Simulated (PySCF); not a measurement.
Input of a run (PBE0-D3(BJ)/def2-SVP geometry optimisation, gas phase (PySCF 2.14.0)), started from GFN2-xTB:
```
{"job": {"xc": "PBE0", "basis": "def2-SVP", "d3": "d3bj", "grid": 1, "kind": "geom"}, "charge": 0, "multiplicity": 1}
N      0.229672     2.717321    -1.287227
C      0.144378     1.687174    -0.798795
Si     0.004479     0.004043    -0.008477
C     -0.925156    -1.134307    -1.156156
N     -1.495847    -1.830835    -1.860651
C      1.708581    -0.683188     0.310306
N      2.752800    -1.104093     0.509169
C     -0.909612     0.140874     1.611106
N     -1.468614     0.220996     2.605175
```

Output (energies in Eh, forces in Eh/bohr):
```
step   0  E = -659.93557844  max force = 0.049068
step   1  E = -659.93506541  max force = 0.008155
step   2  E = -659.93651061  max force = 0.006718
step   3  E = -659.93951688  max force = 0.001454
step   4  E = -659.93954422  max force = 0.000504
step   5  E = -659.93955098  max force = 0.000258
optimisation converged
```

Question: Summarise the run.

Answer: The energy falls by 10.4 kJ/mol over 6 energy and gradient evaluations, the largest force component goes from 0.0491 to 2.6e-04 Eh/bohr, and the atoms move by 0.025 Å rms after alignment. Among the bonds, C2–Si3, Si3–C4, Si3–C6 and Si3–C8 change most and about equally (-0.032 to -0.031 Å). Bonds longer at the end by more than 0.005 Å: 4 of 8; shorter: 4. The energy rose by more than 1e-6 Eh at step 1.

Question: What are the final bond lengths?

Answer: N1≡C2 1.159 Å, C2–Si3 1.834 Å, Si3–C4 1.833 Å, C4≡N5 1.159 Å, Si3–C6 1.834 Å, C6≡N7 1.159 Å, Si3–C8 1.833 Å, C8≡N9 1.159 Å. Numbering counts from 1 in the input's order; the species is `N#C[Si](C#N)(C#N)C#N`.

The run used 130 basis functions and 46 SCF cycles in all. Hardware: one thread, Arm Neoverse V2, no GPU, shared host. Cost: 40 s wall.

No PBE0-D3(BJ)/def2-SVP frequencies stand behind this structure, so it isn't proved a minimum.
